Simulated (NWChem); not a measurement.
AlSiH₅; SMILES [AlH2][SiH3]

```xyz
7

Al     0.0017     1.3097    -0.0035
H     -1.3892     2.1091     0.0107
H      1.3736     2.1407     0.0102
Si     0.0023    -1.1534    -0.0028
H     -0.2942    -1.6593     1.3910
H      1.3227    -1.7500    -0.4204
H     -1.0666    -1.7189    -0.9060
```
Atoms are numbered in this order, from 1.

All runs: NWChem. Pople sets run with spherical d functions. All runs use the structure optimised with PBE-D3(BJ)/def2-SVP. Ions are spin-unrestricted doublets at the neutral geometry; other ion states weren't tried. Functional: LC-ωPBE (HJS hole) with 6-31G*; rows give the range parameter ω in 1/bohr.

For range parameter (1/bohr) 0.10:

```yaml
"−ε(HOMO) (eV)": 7.95
```

Problem. How do the values read with range parameter (1/bohr) 0.15 instead?

Solution. The −ε(HOMO) (eV) is 8.53.
